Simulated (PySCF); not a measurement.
# Correlation energy of Xe⁺ (xenon, charge +1)

[Kr] 4d10 5s2 5p5, 2P determinant. All numbers are calculated (PySCF 2.14, a scalar-relativistic core potential, in aug-cc-pVTZ-PP with ECP28MDF (6s5p4d2f, 55 functions)). Frozen: 4s2 4p6 4d10; 7 electrons correlated.

```json
{"level": "CCSD", "correlation energy (mhartree)": "-137.36"}
{"level": "(T)", "correlation energy (mhartree)": "-3.92"}
{"level": "CCSD(T)", "correlation energy (mhartree)": "-141.28"}
```

Diagnostics: T1 = 0.0062, D1 = 0.0198, largest double amplitude 0.037.

Question: Is a single reference adequate?

Answer: Yes, within this model without spin-orbit coupling: T1 lies below 0.03 and no double amplitude reaches 0.07.
